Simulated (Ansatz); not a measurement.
C2H8SSi2 (`[SiH3]C[SiH2]C=S`), relaxed with RKS PBE-D4/def2-SVP in Ansatz 0.2.0 from a rough embedded geometry. The force threshold is 0.03 eV/Å; the program also tests the step.

Total charge 0; spin multiplicity 1.

Start:

```xyz
13

Si   -1.012   -1.087    0.939
C    -0.356   -0.858   -0.700
Si    0.129    0.928   -0.800
C     1.614    1.417    0.214
S     3.066    0.739    0.046
H    -1.366   -2.550    1.202
H     0.009   -0.745    2.003
H    -2.194   -0.307    1.202
H     0.484   -1.556   -0.911
H    -1.131   -1.116   -1.460
H    -1.055    1.774   -0.549
H     0.473    1.184   -2.275
H     1.340    2.177    1.091
```

Problem. How much energy does the relaxation release, and in how many steps? (An estimate is asked.)

Solution. Computed: 54.31 kJ/mol, in 22 steps, 3 of them rejected.

Problem. Which bonds change most? (An estimate is asked.)

Solution. The calculation gave: Si1–C2 from 1.780 to 1.897 Å; C4–H13 from 1.192 to 1.115 Å; Si1–H8 from 1.441 to 1.507 Å; Si3–C4 from 1.863 to 1.906 Å.

Problem. Give the relaxed structure. (Best estimate.)

Solution. Computed: 
```xyz
13

Si   -1.060   -1.265    1.014
C    -0.352   -0.773   -0.676
Si    0.065    1.053   -0.851
C     1.686    1.423    0.079
S     2.667    0.265    0.689
H    -1.084   -2.763    1.164
H    -0.244   -0.680    2.134
H    -2.470   -0.749    1.141
H     0.597   -1.331   -0.835
H    -1.065   -1.080   -1.470
H    -1.012    1.952   -0.298
H     0.289    1.457   -2.288
H     1.982    2.491    0.195
```
